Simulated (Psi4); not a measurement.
H₈LiO₄ (SMILES [OH2]->[Li+](<-[OH2])(<-[OH2])<-[OH2]), charge +1, singlet, at a GFN2-xTB geometry (such geometries of metal compounds can be far from the true shape); M06-2X/6-31G* (Psi4).

The Psi4 input:
```
memory 2 GB

molecule mol {
1 1
  Li   -0.000000   -0.000000    0.000000
  O     1.564741   -0.337639   -0.978859
  H     1.817439    0.064813   -1.812666
  H     2.295876   -0.912095   -0.741082
  O     0.452575    0.320102    1.792566
  H     1.152566    0.882117    2.132048
  H     0.050019   -0.081047    2.565925
  O    -0.874468    1.501844   -0.707354
  H    -1.377065    1.561049   -1.522822
  H    -0.943360    2.368963   -0.301872
  O    -1.142848   -1.484307   -0.106352
  H    -2.071378   -1.531070    0.131856
  H    -0.924098   -2.352729   -0.451387
}

set basis 6-31g*
set reference rks

energy('m06-2x')
print_variables()
```

It wrote (shortened):

```
   => Loading Basis Set <=

    Name: 6-31G*
    Role: ORBITAL
    Keyword: BASIS

         ---------------------------------------------------------
                                   SCF
               by Justin Turney, Rob Parrish, Andy Simmonett
                          and Daniel G. A. Smith
                              RKS Reference
         ---------------------------------------------------------

  ==> Geometry <==

    Molecular point group: c1
    Full point group: C1

    Geometry (in Angstrom), charge = 1, multiplicity = 1:

       Center              X                  Y                   Z               Mass
    ------------   -----------------  -----------------  -----------------  -----------------
         LI           0.000000012748    -0.000000012748    -0.000000202318     7.016003436600
         O            1.564741012748    -0.337639012748    -0.978859202318    15.994914619570
         H            1.817439012748     0.064812987252    -1.812666202318     1.007825032230
         H            2.295876012748    -0.912095012748    -0.741082202318     1.007825032230
         O            0.452575012748     0.320101987252     1.792565797682    15.994914619570
         H            1.152566012748     0.882116987252     2.132047797682     1.007825032230
         H            0.050019012748    -0.081047012748     2.565924797682     1.007825032230
         O           -0.874467987252     1.501843987252    -0.707354202318    15.994914619570
         H           -1.377064987252     1.561048987252    -1.522822202318     1.007825032230
         H           -0.943359987252     2.368962987252    -0.301872202318     1.007825032230
         O           -1.142847987252    -1.484307012748    -0.106352202318    15.994914619570
         H           -2.071377987252    -1.531070012748     0.131855797682     1.007825032230
         H           -0.924097987252    -2.352729012748    -0.451387202318     1.007825032230

  Running in c1 symmetry.

  Rotational constants: A =      0.09116  B =      0.09055  C =      0.09055 [cm^-1]
  Rotational constants: A =   2732.80173  B =   2714.52948  C =   2714.52886 [MHz]
  Nuclear repulsion =  166.283867170872043

  Charge       = 1
  Multiplicity = 1
  Electrons    = 42
  Nalpha       = 21
  Nbeta        = 21

  ==> Algorithm <==

  SCF Algorithm Type is DF.
  DIIS enabled.
  MOM disabled.
  Fractional occupation disabled.
  Guess Type is SAD.
  Energy threshold   = 1.00e-06
  Density threshold  = 1.00e-06
[...]
   @DF-RKS iter   1:  -312.56885778734397   -7.04568e-01   1.15001e-02 DIIS/ADIIS
   @DF-RKS iter   2:  -312.52545446576568    4.34033e-02   1.25565e-02 DIIS/ADIIS
   @DF-RKS iter   3:  -312.98236800503872   -4.56914e-01   4.04732e-04 DIIS/ADIIS
   @DF-RKS iter   4:  -312.98288744615610   -5.19441e-04   7.68099e-05 DIIS
   @DF-RKS iter   5:  -312.98291082570677   -2.33796e-05   1.06036e-05 DIIS
   @DF-RKS iter   6:  -312.98291122379652   -3.98090e-07   9.48096e-07 DIIS
  Energy and wave function converged.

  ==> Post-Iterations <==

   Electrons on quadrature grid:
      Ntotal   =   41.9999239883 ; deviation = -7.601e-05

    Orbital Energies [Eh]
    ---------------------

    Doubly Occupied:

[...]
    Virtual:

[...]
      91A      3.829795

    Final Occupation by Irrep:
              A
    DOCC [    21 ]
    NA   [    21 ]
    NB   [    21 ]

  @DF-RKS Final Energy:  -312.98291122379652

   => Energetics <=

    Nuclear Repulsion Energy =            166.2838671708720426
    One-Electron Energy =                -753.4886982407130063
    Two-Electron Energy =                 292.9652592436576128
    DFT Exchange-Correlation Energy =     -18.7433393976130880
    Empirical Dispersion Energy =           0.0000000000000000
    VV10 Nonlocal Energy =                  0.0000000000000000
    Total Energy =                       -312.9829112237965205

Computation Completed

Properties will be evaluated at   0.000000,   0.000000,   0.000000 [a0]

Properties computed using the SCF density matrix

 Multipole Moments:

 ------------------------------------------------------------------------------------
     Multipole            Electronic (a.u.)      Nuclear  (a.u.)        Total (a.u.)
 ------------------------------------------------------------------------------------

 L = 1.  Multiply by 2.5417464519 to convert [e a0] to [Debye]
 Dipole X            :          0.0000002           -0.0000009           -0.0000007
 Dipole Y            :         -0.0000003            0.0000009            0.0000005
 Dipole Z            :         -0.0000004           -0.0000013           -0.0000017
 Magnitude           :                                                    0.0000019

 ------------------------------------------------------------------------------------

  Variable Map:
  ----------------------------------------------------------------------------
[...]
  Array Variable Map:
  ----------------------------------------------------------------------------
[...]
[...]
```
